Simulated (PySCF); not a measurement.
PySCF input file for C3H7NSi, SMILES C(=CN)=C[SiH3], PBE0/pcSseg-1. Geometry optimised at r2SCAN-D4/def2-SVP. The structure was generated by enumeration; whether it is a known compound was not checked. The values are those of a single conformer.

```python
import numpy as np
from pyscf import gto, scf, dft
from pyscf.prop.nmr import rks as nmr

mol = gto.M(
    atom='''
    N    -1.89552640    0.63712273   -1.92430991
    C    -1.74197676    0.14761262   -0.62144847
    C    -0.67687679   -0.44754723   -0.11238286
    C     0.42345485   -0.93050037    0.42707602
    Si    1.77388069    0.17181239    1.12212949
    H    -2.82763465    0.48906851   -2.30213101
    H    -1.19114817    0.29643257   -2.57302831
    H    -2.59422589    0.34506545    0.04327896
    H     0.56153864   -2.02504984    0.48139438
    H     1.98427009   -0.10188855    2.57892436
    H     3.07871231   -0.08876970    0.43510135
    H     1.39523494    1.60251896    0.93734848
    ''',
    basis='pcSseg-1',
    charge=0,
    spin=0,
    max_memory=1600,
    verbose=3,
)
mf = dft.RKS(mol, xc='pbe0')
mf.grids.level = 3
mf.conv_tol = 1e-10
mf.max_cycle = 100
mf.kernel()
n = nmr.NMR(mf)
n.verbose = 2
n.max_cycle_cphf = 60
sigma = n.kernel()
print('atom   isotropic/ppm   span/ppm')
for i, s in enumerate(sigma):
    w = np.linalg.eigvalsh((s + s.T) / 2)
    print(f'{mol.atom_symbol(i):2s}{i + 1:3d} {w.mean():14.3f} {w[2] - w[0]:11.3f}')
```

It prints:

```
converged SCF energy = -462.339982265857
atom   isotropic/ppm   span/ppm
N   1        218.173      46.376
C   2         78.020     144.027
C   3        -48.486      85.160
C   4         91.897     159.351
Si  5        421.168      82.390
H   6         29.895      16.610
H   7         29.970      13.864
H   8         25.100       5.908
H   9         25.417       4.453
H  10         26.951       7.449
H  11         26.912       7.273
H  12         27.208       6.635
```

The calculation finished and met its thresholds.
